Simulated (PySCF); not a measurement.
Zn(I)2 anion (I2Zn), SMILES [I][Zn][I] (connectivity only; charge and spin as stated), charge -1, multiplicity 2.

The structure is a stationary point at B3LYP-D3(BJ)/def2-SVPD. The multiplicity is an assumed one; other spin states were not compared. The isomer is the one that the SMILES or the coordinates give; other isomers of the formula were not compared. The def2 effective core potentials stand for the cores of I; spin–orbit coupling is left out.

Computed with IEF-PCM-M06-2X/def2-SVPD (PySCF 2.14.0).

The values are the electrostatic part of the solvation free energy, E(continuum) − E(gas) at the gas-phase geometry, in a cavity of scaled van der Waals radii (PySCF's table); cavitation and dispersion terms are not included. A continuum can't describe solvent molecules that bind to the metal.

| solvent | ε | ΔG(elec) (kcal/mol) |
|---|---|---|
| water | 78.36 | -47.6 |
| cyclohexanone | 15.62 | -44.7 |
| chloroform | 4.71 | -36.8 |
